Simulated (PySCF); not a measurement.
# `InChI=1S/C4H9AsOSi/c1-7(5)4-2-6-3-4/h2,7H,3,5H2,1H3/t7-/m0/s1`

Molfile (atoms numbered from 1):
```
C4H9AsOSi
     RDKit          3D

 16 16  0  0  0  0  0  0  0  0999 V2000
   -1.5135   -1.5938   -0.1168 C   0  0  0  0  0  0  0  0  0  0  0  0
   -0.9671   -0.0178    0.8076 Si  0  0  2  0  0  4  0  0  0  0  0  0
   -2.2501    1.8116    0.1015 As  0  0  0  0  0  3  0  0  0  0  0  0
    0.8567    0.2167    0.4777 C   0  0  0  0  0  0  0  0  0  0  0  0
    1.7347    1.2335    0.4546 C   0  0  0  0  0  0  0  0  0  0  0  0
    2.8498    0.5214    0.0883 O   0  0  0  0  0  0  0  0  0  0  0  0
    2.0205   -0.6603    0.0691 C   0  0  0  0  0  0  0  0  0  0  0  0
   -2.5778   -1.7665    0.0211 H   0  0  0  0  0  0  0  0  0  0  0  0
   -0.9873   -2.4729    0.2409 H   0  0  0  0  0  0  0  0  0  0  0  0
   -1.3299   -1.5093   -1.1849 H   0  0  0  0  0  0  0  0  0  0  0  0
   -1.1491   -0.2518    2.2580 H   0  0  0  0  0  0  0  0  0  0  0  0
   -1.4933    1.9181   -1.1898 H   0  0  0  0  0  0  0  0  0  0  0  0
   -1.2900    2.7784    0.7253 H   0  0  0  0  0  0  0  0  0  0  0  0
    1.7561    2.2931    0.6316 H   0  0  0  0  0  0  0  0  0  0  0  0
    2.3571   -1.3941    0.7991 H   0  0  0  0  0  0  0  0  0  0  0  0
    1.9755   -1.0975   -0.9272 H   0  0  0  0  0  0  0  0  0  0  0  0
  1  2  1  0
  2  3  1  0
  2  4  1  0
  4  5  2  0
  5  6  1  0
  6  7  1  0
  7  4  1  0
  1  8  1  0
  1  9  1  0
  1 10  1  0
  2 11  1  1
  3 12  1  0
  3 13  1  0
  5 14  1  0
  7 15  1  0
  7 16  1  0
M  END
```

Computed with GIAO PBE/pcSseg-1 magnetisability, rotational g tensor and spin-rotation constants, non-relativistic, gas phase in PySCF. Geometry: GFN2-xTB.

The calculation is non-relativistic, which matters for the atoms heavier than Zn.

**Question.** Give the nuclear spin-rotation constants along the inertial axes (H = +C I·J) beside the isotropic shieldings.

**Answer.** Rotational constants 2.4473, 0.7361, 0.5979 GHz. A star marks the isotopologue with that one atom substituted, in its own axes.
```tsv
atom	isotope	Caa (kHz)	Cbb (kHz)	Ccc (kHz)	mean (kHz)	σ (ppm)
As3	75As	2.615	0.788	0.535	1.313	1909.4
H8	1H	-0.059	-0.056	-0.071	-0.062	31.4
H9	1H	-0.122	-0.042	-0.066	-0.077	31.2
H10	1H	-0.295	-0.080	0.005	-0.123	31.5
H11	1H	-0.209	-0.059	0.028	-0.080	26.3
H12	1H	-0.200	-0.076	-0.011	-0.096	30.0
H13	1H	-0.203	-0.015	-0.059	-0.092	29.8
H14	1H	-0.193	0.060	-0.063	-0.065	24.4
H15	1H	-0.109	-0.037	-0.021	-0.056	26.2
H16	1H	-0.246	-0.059	0.030	-0.091	26.2
C1	13C*	0.271	0.088	0.070	0.143	185.8
Si2	29Si*	-1.467	-0.421	-0.384	-0.757	374.1
C4	13C*	1.010	0.242	0.114	0.456	58.7
C5	13C*	1.143	0.299	0.163	0.535	9.9
O6	17O*	-0.578	-0.241	-0.069	-0.296	118.1
C7	13C*	0.635	0.157	0.162	0.318	97.6
```
For the geometry as given, no vibrational averaging.

**Question.** How do the rotational constants and the g tensor change when H8, H9, H10, H11, H12, H13, H14, H15, H16 are replaced by deuterium?

**Answer.** Constants 1.9976, 0.6952, 0.5545 GHz; g -0.0188, -0.0090, -0.0056, against -0.0229, -0.0095, -0.0061 before.
